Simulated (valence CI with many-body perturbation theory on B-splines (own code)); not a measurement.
**Energy levels of Bi LII**

Computed by valence CI with perturbative core correlation (CI+MBPT): four valence electrons over a frozen Dirac-Fock core [Ar] 3d10, a basis of 11 s, 11 p, 10 d, 8 f, 5 g, 2 h functions for each j, with the one-electron correlation potential Σ1, the two-electron term Σ2, the three-electron term Σ3, Breit, model QED; selected CI, second order for the rest, scaled by the run's own slope (own B-spline code, finite nucleus).

No measured spectrum was set against this ion. As an estimate, large intervals hold to a few tenths of a per cent, small ones and those within an open d or f shell to about a per cent. Among the levels kept, up to 400 cm⁻¹ of a level comes from second order outside the variational space, and about a tenth of that is noise between levels of different J, which matters for small intervals.

Levels 91 to 135 of 182, with energies above the lowest level, (4s^2 4p1/2^2) J=0. "Leading %" is the weight of the configuration and term that name the level; weights of strongly mixed levels are sums over their largest components and can fall short. In the jj column 3d3/2^4 stands for four electrons in 3d with j = 3/2. Lifetimes count E1, E2, E3, M1 and M2 decay at the calculated energies, and are blank where another channel may lead or the interval is too uncertain; long ones can be off by a factor of two.

| No. | Configuration | Term | J | E (eV) | Leading % | g | Leading jj | Lifetime |
| --- | --- | --- | --- | --- | --- | --- | --- | --- |
| 91 | 4s2.4p.4f | 1D | 2 | 807.80 | 43 | 1.132 | 4s^2 4p3/2 4f7/2 (72 %) | 2.06 ps |
| 92 | 4s2.4d2 | 1D | 2 | 824.63 | 40 | 1.132 | 4s^2 4d5/2^2 (72 %) | 955 fs |
| 93 | 4s2.4d2 | 1G | 4 | 825.06 | 31 | 1.118 | 4s^2 4d5/2^2 (50 %) | 769 fs |
| 94 | 4p3.4d | 3F° | 4 | 827.94 | 47 | 1.244 | 4p1/2^2 4p3/2 4d5/2 (93 %) | 1.23 ps |
| 95 | 4s2.4d2 | 1S | 0 | 830.43 | 62 |  | 4s^2 4d5/2^2 (86 %) | 1.08 ps |
| 96 | 4s.4p.4d2 | 5G° | 2 | 832.74 | 59 | 0.513 | 4s 4p1/2 4d3/2^2 (93 %) | 1.05 ps |
| 97 | 4p3.4d | 3D° | 2 | 833.04 | 33 | 1.233 | 4p1/2^2 4p3/2 4d5/2 (90 %) | 941 fs |
| 98 | 4s.4p2.4d | 3D | 2 | 838.11 | 26 | 1.384 | 4s 4p3/2^2 4d3/2 (91 %) | 344 fs |
| 99 | 4s.4p2.4d | 5P | 1 | 839.22 | 36 | 1.728 | 4s 4p3/2^2 4d3/2 (95 %) | 357 fs |
| 100 | 4s.4p2.4d | 3F | 3 | 841.22 | 24 | 1.315 | 4s 4p3/2^2 4d3/2 (86 %) | 383 fs |
| 101 | 4s.4p.4d2 | 5G° | 3 | 842.83 | 30 | 1.001 | 4s 4p1/2 4d3/2^2 (90 %) | 1.09 ps |
| 102 | 4p3.4d | 3D° | 3 | 844.55 | 33 | 1.167 | 4p1/2^2 4p3/2 4d5/2 (82 %) | 674 fs |
| 103 | 4p3.4d | 3D° | 1 | 848.60 | 33 | 1.047 | 4p1/2^2 4p3/2 4d5/2 (90 %) | 842 fs |
| 104 | 4s.4p2.4d | 3F | 4 | 848.63 | 47 | 1.220 | 4s 4p3/2^2 4d3/2 (86 %) | 339 fs |
| 105 | 4s.4p.4d2 | 5D° | 0 | 853.50 | 54 |  | 4s 4p1/2 4d3/2^2 (90 %) | 409 fs |
| 106 | 4s.4p2.4d | 3D | 1 | 857.14 | 48 | 0.827 | 4s 4p3/2^2 4d3/2 (92 %) | 267 fs |
| 107 | 4s.4p.4d2 | 3D° | 1 | 860.26 | 22 | 1.045 | 4s 4p1/2 4d3/2^2 (95 %) | 342 fs |
| 108 | 4s.4p.4d2 | 3D° | 1 | 860.54 | 28 | 0.829 | 4s 4p1/2 4d3/2^2 (90 %) | 292 fs |
| 109 | 4s.4p2.4d | 3P | 0 | 860.97 | 83 |  | 4s 4p3/2^2 4d3/2 (75 %) | 257 fs |
| 110 | 4s.4p.4d2 | 3D° | 2 | 863.79 | 28 | 1.148 | 4s 4p1/2 4d3/2^2 (87 %) | 236 fs |
| 111 | 4s.4p2.4d | 5F | 5 | 864.29 | 57 | 1.308 | 4s 4p3/2^2 4d5/2 (97 %) | 1.94 ps |
| 112 | 4s.4p2.4d | 3D | 2 | 864.48 | 48 | 1.157 | 4s 4p3/2^2 4d3/2 (89 %) | 293 fs |
| 113 | 4s.4p2.4d | 3F | 4 | 867.86 | 53 | 1.290 | 4s 4p3/2^2 4d5/2 (90 %) | 1.04 ps |
| 114 | 4s.4p2.4d | 3F | 3 | 868.35 | 35 | 1.004 | 4s 4p3/2^2 4d3/2 (90 %) | 208 fs |
| 115 | 4s.4p2.4d | 3D | 1 | 869.08 | 64 | 0.823 | 4s 4p3/2^2 4d3/2 (93 %) | 216 fs |
| 116 | 4s.4p2.4d | 3F | 2 | 871.01 | 29 | 1.022 | 4s 4p3/2^2 4d3/2 (90 %) | 178 fs |
| 117 | 4s.4p.4d2 | 5G° | 3 | 873.54 | 27 | 1.118 | 4s 4p1/2 4d3/2 4d5/2 (84 %) | 1.97 ps |
| 118 | 4s.4p.4d2 | 5G° | 4 | 875.10 | 31 | 1.091 | 4s 4p1/2 4d3/2 4d5/2 (83 %) | 3.59 ps |
| 119 | 4s.4p.4d2 | 5D° | 2 | 876.23 | 26 | 1.227 | 4s 4p1/2 4d3/2 4d5/2 (86 %) | 1.33 ps |
| 120 | 4s.4p.4d2 | 5P° | 1 | 878.37 | 39 | 1.849 | 4s 4p1/2 4d3/2 4d5/2 (96 %) | 1.43 ps |
| 121 | 4s.4p2.4d | 3P | 0 | 881.68 | 53 |  | 4s 4p3/2^2 4d5/2 (67 %) | 615 fs |
| 122 | 4s.4p2.4d | 3P | 1 | 882.51 | 38 | 1.486 | 4s 4p3/2^2 4d5/2 (95 %) | 656 fs |
| 123 | 4s.4p.4d2 | 3H° | 5 | 883.12 | 25 | 1.116 | 4s 4p1/2 4d3/2 4d5/2 (78 %) | 5.54 ps |
| 124 | 4s.4p2.4d | 3D | 3 | 883.59 | 49 | 1.229 | 4s 4p3/2^2 4d5/2 (94 %) | 886 fs |
| 125 | 4s.4p.4d2 | 3H° | 4 | 886.07 | 36 | 0.961 | 4s 4p1/2 4d3/2 4d5/2 (83 %) | 2.35 ps |
| 126 | 4s.4p.4d2 | 3G° | 3 | 888.97 | 40 | 1.013 | 4s 4p1/2 4d3/2 4d5/2 (85 %) | 1.62 ps |
| 127 | 4s.4p.4d2 | 5D° | 2 | 890.17 | 12 | 1.007 | 4s 4p1/2 4d3/2 4d5/2 (67 %) | 1.77 ps |
| 128 | 4s.4p2.4d | 3D | 3 | 890.71 | 73 | 1.275 | 4s 4p3/2^2 4d5/2 (97 %) | 536 fs |
| 129 | 4s.4p.4d2 | 3D° | 1 | 893.05 | 28 | 0.808 | 4s 4p1/2 4d3/2 4d5/2 (57 %) | 1.49 ps |
| 130 | 4s.4p2.4f | 5G° | 3 | 893.37 | 31 | 1.078 | 4s 4p1/2 4p3/2 4f5/2 (74 %) | 1.12 ps |
| 131 | 4s.4p2.4d | 3F | 4 | 894.32 | 61 | 1.176 | 4s 4p3/2^2 4d5/2 (96 %) | 380 fs |
| 132 | 4s.4p2.4f | 5G° | 4 | 895.29 | 19 | 1.210 | 4s 4p1/2 4d3/2 4d5/2 (45 %) | 660 fs |
| 133 | 4s.4p2.4d | 1D | 2 | 896.05 | 34 | 1.203 | 4s 4p3/2^2 4d5/2 (90 %) | 665 fs |
| 134 | 4s.4p2.4f | 5F° | 2 | 896.19 | 25 | 0.954 | 4s 4p1/2 4p3/2 4f5/2 (67 %) | 1.30 ps |
| 135 | 4s.4p.4d2 | 3P° | 0 | 896.75 | 44 |  | 4s 4p1/2 4d3/2 4d5/2 (87 %) | 1.34 ps |

Where two levels of one J and parity lie close, their mixing, g and order are uncertain.
